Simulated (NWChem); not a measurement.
Species: hydronium (H₃O cation); SMILES [OH3+]

```xyz
4

O      0.0000     0.0000     0.0788
H      0.6693     0.6693    -0.2074
H      0.2450    -0.9143    -0.2074
H     -0.9143     0.2450    -0.2074
```
Atoms are numbered in this order, from 1.

The geometry was optimised at B3LYP/6-31G* (spherical d).

Q: List the 4 lowest vertical singlet excitations from PBE/def2-SVPD, TDA (NWChem).

A: 
```
state  energy (eV)  oscillator strength  leading excitation (squared amplitude)
-----  -----------  -------------------  --------------------------------------
S1           10.94                0.042                      HOMO → LUMO (0.99)
S2           13.21                0.016                    HOMO → LUMO+1 (0.99)
S3           13.21                0.016                    HOMO → LUMO+2 (0.99)
S4           15.76                0.001                    HOMO → LUMO+4 (0.99)
```
